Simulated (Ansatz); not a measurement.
Z-matrix (Å, degrees):
```
Si
N 1 1.728
H 1 1.490 2 113.8
H 1 1.484 2 106.8 3 -119.9
H 1 1.485 2 108.6 3 120.0
C 2 1.382 1 125.6 3 -76.4
H 2 1.009 1 119.2 3 93.7
C 6 1.332 2 126.7 1 170.7
H 6 1.088 2 113.8 1 -10.2
H 8 1.085 6 122.0 2 -1.1
H 8 1.080 6 120.2 2 178.5
```

The species carries charge 0 and has multiplicity 1.

Q: List the r2SCAN/def2-TZVPP orbital energies in eV (Ansatz). (An estimate is asked.)

A: Ansatz gave: Occupied: -1791.34, -385.57, -274.03, -272.36, -141.76, -96.64, -96.62, -96.60, -23.87, -19.04, -15.32, -14.35, -12.13, -11.68, -9.73, -9.57, -9.22, -8.87, -8.20, -5.24. Lowest empty: -0.12, -0.02, 1.04, 1.54, 1.71, 1.82, 2.56, 3.42.
